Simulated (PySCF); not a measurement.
# One molecule, several mistakes: AlClGeH5N

These are calculations, not measurements. They come from PySCF 2.14.0, an open-source quantum chemistry program, on an isolated molecule that a program drew, which may never have been made. The molecule is AlClGeH5N (charge 0, singlet), drawn as the SMILES string `[AlH2][NH][GeH2][Cl]`.

Each row is a Hartree-Fock (HF) and frozen-core CCSD(T) single point in the cc-pV(D+d)Z basis, meant for a local HF minimum. Run 1 is clean. Each other run has one planted mistake out of seven kinds, and not every kind appears here: one electron removed, one electron added, multiplicity raised by two, geometry at a saddle point, minimal basis STO-3G, one bond length entered in bohr, all coordinates scaled. The reference is restricted for singlets and unrestricted otherwise, and also for a bond in bohr. Adding or removing an electron swaps singlet and doublet. Electrons count all cores. HOMO and LUMO are orbital energies over both spins, the gradient is its largest component, and the lowest frequency (negative if imaginary) is given only where the gradient is small. Bond lengths are over the 8 bonds as drawn. T1 is the CCSD diagnostic: over 0.02 (restricted) or 0.045 (unrestricted) a single reference is doubtful. Germanium has the cc-pVDZ-PP basis, with a core potential (ECP10MDF) in place of its 10 inner electrons, and its 3s, 3p and 3d shells are frozen in CCSD(T).

Geometry of the clean run:
```xyz
9
AlClGeH5N, angstrom
Al   -0.7500   -0.7605   -0.8632
N     0.0739    0.4434    0.1691
Ge   -0.5569    1.4594    1.5384
Cl   -0.0902    0.5071    3.4530
H    -2.3049   -0.9355   -0.6856
H     0.1134   -1.5572   -1.9131
H     1.0728    0.5290    0.0651
H    -2.0725    1.5382    1.4674
H     0.1360    2.8133    1.5978
```

```
run,electrons,basis functions,<S^2>,HOMO (eV),LUMO (eV),gradient (hartree/bohr),lowest frequency (cm^-1),mean bond (Å),longest bond (Å),T1,HF (hartree),CCSD(T) (hartree),mistake
1,74,108,0.000,-11.22,1.66,2.5e-05,42,1.6242,2.189,0.0123,-1052.24741,-1052.78061,no fault
2,74,108,0.000,-10.80,1.33,6.1e-02,-,1.7606,2.372,0.0155,-1052.19680,-1052.74333,all coordinates scaled
3,75,108,0.766,0.75,7.45,3.9e-02,-,1.6242,2.189,0.0156,-1052.20239,-1052.74976,?
4,73,108,0.837,-15.09,-9.55,5.6e-02,-,1.6242,2.189,0.0647,-1051.85564,-1052.37571,?
```

**Which mistake was planted in run 3, and what did it cost?**

It counts 75 electrons, one more than the clean run, at the same geometry and basis. So the mistake is: one electron added. Subtracting run 1 and multiplying by 627.51 kcal/mol a hartree, the energy moved by 28.3 kcal/mol in HF and 19.4 kcal/mol in CCSD(T).

**Which mistake was planted in run 4, and what did it cost?**

It counts 73 electrons, one fewer than the clean run, at the same geometry and basis. So the mistake is: one electron removed. Subtracting run 1 and multiplying by 627.51 kcal/mol a hartree, the energy moved by 245.8 kcal/mol in HF and 254.1 kcal/mol in CCSD(T).

Cautions from the logs. Run 3: the HOMO is above zero, so the electron isn't bound and the energy depends on the basis; run 4: T1 is over the limit, so its CCSD(T) energy is less reliable.
